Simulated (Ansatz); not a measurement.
Steps of a relaxation of CH9NOSi2, SMILES `NC([SiH3])[SiH2]O` with RKS PBE-D4/def2-SVP.

```sh
$ ansatz run in.yaml --threads 4 --pin off --events-out ev --progress --plain --max-ram 10444MiB
```

```yaml
crystal:
  periodic: [false, false, false]
  atoms:
    - {symbol: N, position_ang: [-0.971000, 1.138300, 0.728000]}
    - {symbol: C, position_ang: [-0.328500, -0.124300, 0.610900]}
    - {symbol: Si, position_ang: [1.396600, -0.058100, 1.237000]}
    - {symbol: Si, position_ang: [-0.091200, -0.714200, -1.165800]}
    - {symbol: O, position_ang: [-1.619800, -0.639200, -1.983300]}
    - {symbol: H, position_ang: [-1.977700, 1.107100, 0.372000]}
    - {symbol: H, position_ang: [-0.539500, 1.896100, 0.143400]}
    - {symbol: H, position_ang: [-0.857900, -0.836600, 1.184600]}
    - {symbol: H, position_ang: [1.459000, 0.323200, 2.733700]}
    - {symbol: H, position_ang: [2.228400, 0.961800, 0.538900]}
    - {symbol: H, position_ang: [2.096800, -1.376600, 1.144000]}
    - {symbol: H, position_ang: [0.331500, -2.117700, -1.204200]}
    - {symbol: H, position_ang: [0.704900, 0.180400, -1.941000]}
    - {symbol: H, position_ang: [-1.844400, 0.230700, -2.369300]}
basis:
  gaussian: {orbitals: def2-SVP}
hamiltonian: {xc: pbe, dispersion: d4}
relax: {f_tol: 0.03, max_steps: 200}
```

Positions (Å) and forces (eV/Å) along the path, 9 of 20 steps:

```xyz
14
step=1 energy=-20453.8229 eV
N    -0.971    1.138    0.728   -2.074    2.395   -0.679
C    -0.329   -0.124    0.611    1.251    0.226   -1.702
Si    1.397   -0.058    1.237    1.187    0.251    2.150
Si   -0.091   -0.714   -1.166   -2.905   -0.497   -0.398
O    -1.620   -0.639   -1.983    0.426   -0.049    0.375
H    -1.978    1.107    0.372    1.271   -0.129    0.399
H    -0.539    1.896    0.143   -0.084   -0.644    0.482
H    -0.858   -0.837    1.185   -0.847   -1.553    0.997
H     1.459    0.323    2.734   -0.059   -0.099   -0.527
H     2.228    0.962    0.539    0.027    0.193   -0.311
H     2.097   -1.377    1.144   -0.002   -0.209   -0.227
H     0.332   -2.118   -1.204    0.284   -0.606   -0.134
H     0.705    0.180   -1.941    1.303    0.996   -0.541
H    -1.844    0.231   -2.369    0.225   -0.276    0.116
14
step=4 energy=-20454.3305 eV
N    -0.981    1.161    0.703    0.025    0.035    0.038
C    -0.261   -0.126    0.576    0.001   -0.102   -0.035
Si    1.468   -0.017    1.368   -0.025   -0.010   -0.054
Si   -0.207   -0.734   -1.231    0.016    0.001    0.023
O    -1.766   -0.628   -1.890    0.041    0.195   -0.019
H    -1.895    1.093    0.235   -0.038   -0.026   -0.026
H    -0.471    1.905    0.208    0.025    0.003   -0.007
H    -0.804   -0.900    1.172    0.050    0.059   -0.022
H     1.406    0.330    2.828   -0.022   -0.002    0.022
H     2.270    1.045    0.657   -0.019   -0.004    0.021
H     2.170   -1.339    1.191    0.015    0.010    0.006
H     0.232   -2.168   -1.354   -0.003    0.017    0.004
H     0.727    0.176   -2.004   -0.050   -0.032    0.012
H    -1.901    0.171   -2.431   -0.014   -0.145    0.037
14
step=5 energy=-20454.3378 eV
N    -0.968    1.156    0.699    0.108   -0.100    0.086
C    -0.246   -0.134    0.571   -0.010    0.015    0.023
Si    1.476   -0.015    1.377   -0.079    0.019   -0.002
Si   -0.225   -0.735   -1.233    0.111   -0.026    0.038
O    -1.793   -0.589   -1.849   -0.096    0.348   -0.217
H    -1.875    1.081    0.219   -0.061    0.012   -0.048
H    -0.448    1.894    0.205    0.003    0.054   -0.037
H    -0.781   -0.903    1.178    0.002    0.009   -0.019
H     1.372    0.314    2.842    0.006   -0.014   -0.019
H     2.263    1.075    0.695    0.007    0.007    0.003
H     2.208   -1.319    1.200    0.011    0.000   -0.003
H     0.199   -2.173   -1.365    0.010   -0.003   -0.006
H     0.696    0.164   -2.030   -0.008   -0.017    0.012
H    -1.892    0.153   -2.480   -0.002   -0.305    0.190
14
step=7 energy=-20454.3533 eV
N    -0.944    1.194    0.690    0.014    0.015   -0.047
C    -0.241   -0.105    0.573   -0.067    0.006    0.079
Si    1.472   -0.023    1.391   -0.003    0.017   -0.010
Si   -0.231   -0.720   -1.219    0.005   -0.039   -0.061
O    -1.832   -0.555   -1.755    0.075   -0.030    0.172
H    -1.831    1.127    0.168   -0.004    0.039    0.033
H    -0.402    1.929    0.210   -0.018   -0.038    0.018
H    -0.805   -0.859    1.175    0.057   -0.010   -0.030
H     1.369    0.165    2.879    0.004    0.001    0.008
H     2.246    1.134    0.811   -0.014   -0.002   -0.005
H     2.225   -1.292    1.093    0.023   -0.021    0.020
H     0.220   -2.152   -1.355   -0.012    0.010    0.002
H     0.657    0.172   -2.058    0.000   -0.003    0.012
H    -1.915   -0.044   -2.573   -0.061    0.054   -0.193
14
step=10 energy=-20454.3680 eV
N    -0.931    1.191    0.717   -0.003    0.008    0.006
C    -0.239   -0.110    0.569    0.009   -0.013    0.004
Si    1.471   -0.027    1.395    0.028   -0.001   -0.010
Si   -0.231   -0.692   -1.238    0.001   -0.046    0.114
O    -1.837   -0.464   -1.727    0.044    0.083   -0.122
H    -1.829    1.144    0.213   -0.013    0.016    0.005
H    -0.391    1.924    0.236    0.001    0.012    0.002
H    -0.794   -0.876    1.161   -0.008   -0.021   -0.023
H     1.360    0.192    2.878   -0.012    0.004   -0.001
H     2.238    1.122    0.794    0.017    0.004    0.003
H     2.235   -1.300    1.137   -0.009    0.010   -0.006
H     0.187   -2.133   -1.392    0.006   -0.006   -0.022
H     0.691    0.181   -2.061   -0.029    0.007   -0.006
H    -1.940   -0.183   -2.654   -0.032   -0.056    0.057
14
step=12 energy=-20454.3716 eV
N    -0.931    1.191    0.725   -0.001    0.005    0.006
C    -0.239   -0.109    0.570   -0.005    0.000   -0.007
Si    1.473   -0.025    1.394    0.010   -0.005   -0.001
Si   -0.232   -0.688   -1.237   -0.002    0.000    0.025
O    -1.833   -0.437   -1.730    0.014    0.044   -0.093
H    -1.830    1.152    0.223    0.000    0.001    0.006
H    -0.390    1.928    0.249   -0.001    0.001    0.001
H    -0.793   -0.880    1.158   -0.004   -0.004   -0.001
H     1.356    0.196    2.877   -0.004    0.001   -0.004
H     2.246    1.121    0.795    0.000    0.000    0.000
H     2.234   -1.300    1.138   -0.003    0.001   -0.004
H     0.178   -2.131   -1.401   -0.001    0.001   -0.005
H     0.693    0.182   -2.057    0.002    0.002   -0.003
H    -1.946   -0.227   -2.674   -0.004   -0.047    0.079
14
step=18 energy=-20454.3757 eV
N    -0.926    1.206    0.742   -0.001   -0.003   -0.003
C    -0.242   -0.097    0.569   -0.005    0.005   -0.004
Si    1.472   -0.032    1.391    0.001    0.002    0.000
Si   -0.228   -0.663   -1.241   -0.006   -0.002    0.007
O    -1.822   -0.387   -1.737    0.018    0.002   -0.007
H    -1.833    1.175    0.253    0.003    0.002    0.004
H    -0.389    1.943    0.263   -0.001   -0.002    0.001
H    -0.799   -0.872    1.147   -0.001    0.001    0.000
H     1.356    0.174    2.876    0.000   -0.002    0.000
H     2.252    1.117    0.804    0.000    0.000    0.001
H     2.224   -1.308    1.118    0.000    0.000    0.000
H     0.167   -2.111   -1.411    0.002    0.000   -0.003
H     0.721    0.195   -2.048    0.001    0.000    0.000
H    -1.964   -0.370   -2.698   -0.011   -0.004    0.004
14
step=19 energy=-20454.3758 eV
N    -0.924    1.209    0.743   -0.001   -0.002    0.001
C    -0.243   -0.094    0.568    0.001    0.004   -0.002
Si    1.471   -0.033    1.391    0.003    0.000    0.002
Si   -0.227   -0.659   -1.242   -0.005    0.002    0.004
O    -1.821   -0.380   -1.738    0.008   -0.005   -0.051
H    -1.833    1.181    0.259    0.002   -0.001    0.001
H    -0.388    1.946    0.263    0.001    0.000    0.000
H    -0.802   -0.869    1.145   -0.001    0.002   -0.001
H     1.356    0.165    2.877   -0.002    0.001    0.000
H     2.252    1.117    0.809   -0.001    0.000    0.001
H     2.223   -1.308    1.113    0.000   -0.001   -0.002
H     0.167   -2.108   -1.413   -0.001    0.000   -0.002
H     0.725    0.198   -2.047    0.000   -0.001    0.002
H    -1.969   -0.397   -2.700   -0.002    0.001    0.048
14
step=20 energy=-20454.3759 eV
N    -0.923    1.211    0.742    0.000   -0.001   -0.001
C    -0.242   -0.092    0.567   -0.004   -0.002    0.002
Si    1.471   -0.032    1.392   -0.001   -0.001   -0.002
Si   -0.226   -0.660   -1.242    0.002    0.000   -0.004
O    -1.819   -0.379   -1.739   -0.003    0.000    0.002
H    -1.833    1.182    0.260    0.001    0.003    0.000
H    -0.387    1.947    0.260   -0.001    0.003    0.000
H    -0.802   -0.866    1.145    0.001   -0.002    0.000
H     1.354    0.158    2.878    0.000    0.000    0.002
H     2.250    1.122    0.816    0.000    0.000    0.000
H     2.225   -1.306    1.106    0.002    0.000    0.001
H     0.164   -2.109   -1.413    0.001    0.002    0.000
H     0.728    0.196   -2.046    0.000   -0.002    0.000
H    -1.974   -0.402   -2.699    0.001   -0.001    0.002
```

It took 33 s on 4 threads of an Arm Neoverse V2 on a shared host, with 0.17 GiB of host memory at the peak.
